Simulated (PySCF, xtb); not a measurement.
CH8FNSi2, SMILES N[SiH2][SiH2]CF.

xtb with GFN2-xTB at its own geometry gives an orbital gap of 4.20 eV and a dipole moment of 1.60 D.

The structure is a stationary point at ωB97X-D3(BJ)/def2-SVP. This is a generated structure with no PubChem entry under its InChIKey; it may be hypothetical. Other conformers were not sampled.

Question: What does ωB97X/def2-TZVP (PySCF) give? (Estimate from the structure and the level; the computed values follow.)

Answer: gap 11.38 eV (levels -9.72 and 1.66 eV), dipole 0.78 D.
